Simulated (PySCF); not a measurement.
An equivalent PySCF input for Pd (palladium, neutral), [Kr] 4d10, closed-shell 1S, with a scalar-relativistic core potential:

```python
from pyscf import gto, scf, dft, mp, cc
import basis_set_exchange as bse
txt = bse.get_basis("cc-pVDZ-PP", elements=["Pd"], fmt="nwchem", header=False)
cut = txt.index("\nECP")
mol = gto.M(atom="Pd 0 0 0", charge=0, spin=0, symmetry="D2h",
            basis=gto.basis.parse(txt[:cut]),
            ecp={"Pd": gto.basis.parse_ecp(txt[cut:])})
mf = dft.UKS(mol, xc="B88,P86")
mf.irrep_nelec = {'Ag': (3, 3), 'B1g': (1, 1), 'B2g': (1, 1), 'B3g': (1, 1), 'B1u': (1, 1), 'B2u': (1, 1), 'B3u': (1, 1)}
mf.kernel()
```

It reaches the same state as the run whose output follows, with an energy that differs only through the grid. The run itself started from symmetry-adapted Hartree-Fock orbitals and held the occupation by maximum overlap, on a logarithmic radial grid, so the iterations belong to that start.

```
SCF conv_tol = 1e-09
number electrons alpha = 9  beta = 9
XC functionals = B88,P86
    A. D. Becke.,  Phys. Rev. A 38, 3098 (1988)
    J. P. Perdew.,  Phys. Rev. B 33, 8822 (1986)
cycle= 1 E= -127.527454602178  delta_E= 0.00826  |g|= 0.241  |ddm|= 0.349
cycle= 2 E= -127.464709747552  delta_E= 0.0627  |g|= 0.521  |ddm|= 0.475
cycle= 3 E= -127.546551956985  delta_E= -0.0818  |g|= 0.0229  |ddm|= 0.308
cycle= 4 E= -127.546765500087  delta_E= -0.000214  |g|= 0.00246  |ddm|= 0.0214
cycle= 5 E= -127.546767345717  delta_E= -1.85e-06  |g|= 6.76e-05  |ddm|= 0.0014
cycle= 6 E= -127.54676734713  delta_E= -1.41e-09  |g|= 2.16e-08  |ddm|= 4.05e-05
cycle= 7 E= -127.54676734713  delta_E= -1.99e-13  |g|= 1.07e-08  |ddm|= 4.55e-09
converged SCF energy = -127.54676734713  <S^2> = -8.8817842e-15  2S+1 = 1
```

Energies and moments cover only the electrons outside the core potential.
